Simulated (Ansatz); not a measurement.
A set of 12 reactions (ligand exchange), with CCSD(T)/CBS values in kJ/mol:

```csv
reaction,ΔE
`BO[CH2][GeH3]` + `N[SiH2]F` → `BN[SiH2]F` + `O[CH2][GeH3]`,19.2
`[OH][Mo]([OH])(=[S])=[S]` + H–F → `[OH][Mo]([F])(=[S])=[S]` + H₂O,-18.5
`BB1C=C1` + `C[SiH](O)F` → `BO[SiH](C)F` + `B1C=C1`,-128.3
`F[CH]([AlH2])[SiH2][SiH3]` + `O[SiH2]O` → `O[SiH2]O[SiH2][SiH3]` + `F[CH2][AlH2]`,-101.9
`O/C(F)=[CH]\[GeH3]` + H₂Se → `[GeH3][SeH]` + `C=C(O)F`,-58.8
`F[Si](F)(I)I` + HCl → `F[Si](F)(Cl)I` + HI,-15.9
`[SiH3]B[CH2][SnH3]` + `NCF` → `FCN[SiH3]` + `B[CH2][SnH3]`,-49.0
`[NH2][Al]1[CH2][CH2]1` + HCl → `[Cl][Al]1[CH2][CH2]1` + NH₃,-71.3
`[F][Sn]([F])([Cl])[Cl]` + HI → `[F][Sn]([F])([Cl])[I]` + HCl,-33.3
`B[Si](F)(F)F` + `C[SiH](F)P` → `BP[SiH](C)F` + `F[SiH](F)F`,-74.4
`O[SiH](O)S[SiH](O)O` + `O[SiH2]O` → `O[SiH2]O[SiH](O)O` + `O[SiH](O)S`,-55.4
`C[SiH2][S][Ti]([Cl])([Cl])[Cl]` + HBr → `C[SiH2]Br` + `[SH][Ti]([Cl])([Cl])[Cl]`,-15.2
```

Program: Ansatz. Geometries: PBE0-D4/def2-TZVP. ΔE: electronic, gas phase. CCSD(T)/CBS adds triple-zeta CCSD(T) − MP2 to the extrapolated MP2 energy (def2 sets, frozen cores). This one scheme is used for every species. DFT in def2-TZVPP. B3LYP here is the variant with VWN-RPA as its local correlation; programs differ in this. def2 core potentials past Kr. For Br, Ge, I, Mo, Se, Sn, Ti outer-core shells are correlated without core-valence functions, which leaves a few kJ/mol of doubt a bond. Scalar relativity is left out up to krypton. Each species was taken in one conformer, which may not be the lowest.

Problem. Give the mean, mean absolute and largest difference (level minus CCSD(T)/CBS, kJ/mol) for: PBE0-D4, ωB97X-V, ωB97M-V, B2PLYP, PBE, PBE0, B3LYP, HF/def2-TZVPP, MP2/def2-TZVPP, SCS-MP2/def2-TZVPP, MP2/def2-QZVPP, HF/CBS(def2), MP2/CBS(def2), CCSD/CBS(def2). (Best estimate.)

Solution. Ansatz gave: 
```tsv
level	mean	mean absolute	largest
PBE0-D4	2.7	4.5	12.3
ωB97X-V	-0.1	3.2	8.2
ωB97M-V	-0.7	3.4	7.4
B2PLYP	-2.6	4.2	-8.0
PBE	3.6	7.6	16.2
PBE0	1.0	5.7	-10.9
B3LYP	-3.4	6.2	-17.5
HF/def2-TZVPP	-11.3	15.7	-30.1
MP2/def2-TZVPP	-0.2	3.3	-7.4
SCS-MP2/def2-TZVPP	-2.0	3.6	-10.0
MP2/def2-QZVPP	-0.7	3.4	-8.3
HF/CBS(def2)	-12.1	16.4	-32.8
MP2/CBS(def2)	-0.7	4.0	-8.5
CCSD/CBS(def2)	-1.8	2.6	-6.6
```

The largest T1 diagnostic in the set is 0.026, for `[SH][Ti]([Cl])([Cl])[Cl]` (customary mark 0.02).

CCSD(T)/CBS is a level of theory with its own doubt, and the functionals carry their triple-zeta basis error, so these figures describe this set and don't rank the functionals.
